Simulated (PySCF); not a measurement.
Cl+ (chlorine, charge +1) across methods

[Ne] 3s2 3p4, high-spin 3P determinant. All numbers are calculated (PySCF 2.14, no relativity, point nucleus, in aug-cc-pV(Q+d)Z with one added diffuse shell each of s, p, d, f, g type (8s7p6d4f3g, 114 functions)).

```csv
method,E (hartree),mean ε 3s β (eV),mean ε 3p α (eV),mean ε 3p β (eV),Σ⟨r²⟩ (bohr²),⟨S²⟩
M06-L,-459.6787,-30.701,-20.732,-18.523,20.29,2.005
r2SCANh,-459.6510,-31.255,-21.511,-19.304,20.48,2.007
PBE0,-459.5329,-32.273,-22.046,-19.956,20.51,2.005
LDA,-458.1770,-30.587,-20.327,-18.350,20.61,2.002
PBE,-459.4930,-30.373,-20.317,-18.374,20.56,2.004
r2SCAN,-459.6506,-30.542,-20.896,-18.719,20.49,2.007
UHF,-459.05687,-36.608,-26.357,-23.659,20.64,2.011
```

**Question.** Estimate the same row for B3LYP.

**Answer.** E (hartree) = -459.6985; mean ε 3s β (eV) = -32.042; mean ε 3p α (eV) = -21.616; mean ε 3p β (eV) = -19.685; Σ⟨r²⟩ (bohr²) = 20.58; ⟨S²⟩ = 2.004.
